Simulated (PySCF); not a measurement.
Correlation energy of Ag⁺ (silver, charge +1)

Starting occupation: [Kr] 4d10. Computed with PySCF 2.14 in x2c-TZVPPall-2c (8s9p7d2f1g, 93 functions), with X2C-1e with screened-nucleus spin-orbit coupling, Gaussian nucleus. Frozen: [Ar] 3d10; 18 electrons correlated; the 6 highest virtual spinors left out.

MP2 pair energies summed by pair of shells (mhartree):

```csv
pair,energy,share (%)
4d3/2-4d5/2,-175.27,26.7
4d5/2-4d5/2,-124.96,19.0
4d5/2-4p3/2,-73.29,11.2
4d3/2-4d3/2,-54.43,8.3
4d3/2-4p3/2,-49.00,7.5
4d5/2-4p1/2,-35.48,5.4
4d3/2-4p1/2,-24.55,3.7
4p3/2-4p3/2,-23.26,3.5
4d5/2-4s1/2,-22.33,3.4
4p1/2-4p3/2,-22.30,3.4
4p3/2-4s1/2,-17.31,2.6
4d3/2-4s1/2,-15.04,2.3
4p1/2-4s1/2,-8.73,1.3
4p1/2-4p1/2,-6.17,0.9
4s1/2-4s1/2,-4.41,0.7
```

Total MP2 correlation energy: -656.53 mhartree.

This basis was not built for core-valence correlation, so the inner-shell part is incomplete.
